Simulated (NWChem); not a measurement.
System meant: TeF$_{5}$, doublet; SMILES F[Te](F)(F)(F)F

The following NWChem deck was run.

```
start job
memory heap 200 mb stack 900 mb global 1100 mb
geometry units angstroms noautoz
  F     -1.370343     1.354090     0.099248
  Te     0.000000     0.000000     0.089178
  F     -1.354090    -1.370343     0.099248
  F      1.354090     1.370343     0.099248
  F      0.000000     0.000000    -1.782799
  F      1.370343    -1.354090     0.099248
end
basis spherical
  F library def2-svp
  Te library def2-svp
end
dft
  odft
  mult 2
  xc b3lyp
  iterations 150
  mulliken
end
task dft energy
```

End of the output:

```
             Grid Information
             ----------------
          Grid used for XC integration:  medium
          Radial quadrature: Mura-Knowles
          Angular quadrature: Lebedev.
          Tag              B.-S. Rad. Rad. Pts. Rad. Cut. Ang. Pts.
          ---              ---------- --------- --------- ---------
          F                   0.50       49           8.0       434
          Te                  1.40      123           6.0       590
          Grid pruning is: on
          Number of quadrature shells:   221
          Spatial weights used:  Erf1

          Convergence Information
          -----------------------
          Convergence aids based upon iterative change in
          total energy or number of iterations.
          Levelshifting, if invoked, occurs when the
          HOMO/LUMO gap drops below (HL_TOL):  1.00D-02
          DIIS, if invoked, will attempt to extrapolate
          using up to (NFOCK): 10 stored Fock matrices.

                    Damping( 0%)  Levelshifting(0.5)       DIIS
                  --------------- ------------------- ---------------
          dE  on:    start            ASAP                start
          dE off:    2 iters        150 iters           150 iters

      Screening Tolerance Information
      -------------------------------
          Density screening/tol_rho:  1.00D-10
          AO Gaussian exp screening on grid/accAOfunc:  14
          CD Gaussian exp screening on grid/accCDfunc:  20
          XC Gaussian exp screening on grid/accXCfunc:  20
          Schwarz screening/accCoul:  1.00D-08

      Superposition of Atomic Density Guess
      -------------------------------------

      charge =      52.0 Te (Tellurium)

      symmetry species            s     p     d     f
      number of basis functions =10     7     6
      number of cont. functions = 4     4     2
      number of closed shells   = 5     3     2
      number of open shells     = 0     1     0
      open shell occupation     = 0     4     0
 ------------------------------------------------------------------------
 atomscf:atomd: error in atom scf                   0
 ------------------------------------------------------------------------
 ------------------------------------------------------------------------
  current input line :
    22: task dft energy
 ------------------------------------------------------------------------
 ------------------------------------------------------------------------
 This error has not yet been assigned to a category
 ------------------------------------------------------------------------
 For more information see the NWChem manual at https://nwchemgit.github.io

0:atomscf:atomd: error in atom scf:Received an Error in Communication
```

Problem. What is wrong, and how is it mended?

Solution. The run crashed. Cause: the def2 basis of a heavy element holds valence functions alone and wants its effective core potential (without it all electrons must fit into that basis). This input runs:
```
start job
memory heap 200 mb stack 900 mb global 1100 mb
geometry units angstroms noautoz
  F     -1.370343     1.354090     0.099248
  Te     0.000000     0.000000     0.089178
  F     -1.354090    -1.370343     0.099248
  F      1.354090     1.370343     0.099248
  F      0.000000     0.000000    -1.782799
  F      1.370343    -1.354090     0.099248
end
basis spherical
  F library def2-svp
  Te library def2-svp
end
ecp
  Te library def2-ecp
end
dft
  odft
  mult 2
  xc b3lyp
  iterations 150
  mulliken
end
task dft energy
```
It converges to -766.85175 Ha (B3LYP/def2-SVP with def2 effective core potentials on Te, spin-unrestricted).
